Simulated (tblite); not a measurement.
C₄H₅N₂S (charge -1).
Z-matrix (Å and degrees, GFN2-xTB geometry), rows numbered from 1:
```
S 
C   1  1.9001
C   2  1.4598  1  113.45
C   3  1.4025  2  129.30  1   -93.62
N   4  1.3263  3  110.59  2  -179.03
N   5  1.3454  4  108.40  3    -0.69
C   6  1.3265  5  108.36  4     0.06
H   1  1.3257  2   94.71  3   -28.80
H   2  1.0912  1  102.75  3  -122.51
H   2  1.0925  1  103.68  3   122.90
H   4  1.0808  3  128.03  2    -0.20
H   7  1.0819  3  128.15  2     0.06
```

Calculated harmonic vibrations of the isolated species, GFN2-xTB (tblite), most abundant isotopes, no scaling. The method is semi-empirical: single wavenumbers can be off by several per cent or more. Modes of hydrogen on sulfur can be 10 to 20 % off. One conformer, not necessarily the lowest.

Harmonic wavenumbers (cm⁻¹): 56.6, 105.8, 134.6, 288.5, 313.0, 544.0, 639.7, 656.2, 670.3, 787.6, 801.7, 812.1, 894.6, 921.0, 1019.6, 1075.0, 1108.2, 1153.6, 1186.8, 1215.1, 1380.6, 1386.9, 1403.9, 1445.5, 1511.2, 2476.7, 2933.5, 2963.5, 3025.6, 3040.7.

A = 6282, B = 1226, C = 1155 MHz; mass 113.017 u (most abundant isotopes); point group C1, symmetry number 1.

Problem. Zero-point energy?

Solution. ½Σν̃ = 17976 cm⁻¹ = 215.04 kJ/mol.

Problem. Give the ideal-gas entropy at 298.15 K and 1 bar in the rigid-rotor, harmonic-oscillator model (classical rotation).

Solution. Translation 167.82, rotation 117.08, vibration 69.44: S = 354.3 J/(mol K).

Problem. And Cp and H(298.15 K) − H(0)?

Solution. Cp = 108.93 J/(mol K), of which vibrations give 75.68 (their classical limit is 30 R = 249.4); H(298.15 K) − H(0) = 20.83 kJ/mol without the zero-point energy, 10.91 from vibrations.

Problem. Blend soft modes into free rotors: weight 1/[1 + (100 cm⁻¹/ν̃)⁴] for the oscillator and the rest for a rotor with moment μB/(μ + B), μ = h/(8π²ν), B = 10⁻⁴⁴ kg m². What vibrational entropy results?

Solution. 63.79 J/(mol K) in place of 69.44, which changes −T·S at 298.15 K by +1.69 kJ/mol.

Problem. What must be added to the electronic energy to get the Gibbs energy at 298.15 K and 1 bar?

Solution. ZPE + [H(298.15 K) − H(0)] − T·S = 215.04 + 20.83 − 105.64 = 130.23 kJ/mol.

Problem. Which modes carry the vibrational entropy at 298.15 K?

Solution. 56.6 cm⁻¹: 19.13; 105.8 cm⁻¹: 13.99; 134.6 cm⁻¹: 12.05; 288.5 cm⁻¹: 6.20; 313.0 cm⁻¹: 5.63; 544.0 cm⁻¹: 2.33 J/(mol K); the other 24 give 10.10 together.

Hindered rotation and anharmonicity are outside this model. Other conformers, if any are populated, would add a mixing term that is left out. The structure is chiral; the term R ln 2 for an equal mix with its mirror image is left out.
